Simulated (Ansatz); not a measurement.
Input for Ansatz (a first-principles code): R-B3LYP-D3(BJ)/def2-TZVP on CrF2O2 (SMILES [O]=[Cr](=[O])([F])[F]).

Ansatz 0.2 input:
```yaml
crystal:
  periodic: [false, false, false]
  atoms:
    - {symbol: Cr, position_ang: [-0.00060000, -0.01860000, -0.01650000]}
    - {symbol: O, position_ang: [0.94970000, 0.89630000, 0.93060000]}
    - {symbol: O, position_ang: [0.94070000, -0.91470000, -0.91130000]}
    - {symbol: F, position_ang: [-0.94090000, 1.00020000, -0.98420000]}
    - {symbol: F, position_ang: [-0.94890000, -0.96320000, 0.98140000]}
basis:
  gaussian:
    orbitals: def2-TZVP
hamiltonian:
  xc: b3lyp
  dispersion: d3bj
relax: {f_tol: 0.004, max_steps: 120}
scf: {lower_state_search: off}
```

### Question
Give the final energy of this run.

### Answer
-1394.8712 hartree.

### Question
How many basis functions does it have, and what does it roughly cost on one machine?

### Answer
169 functions; very roughly 40 core-seconds.
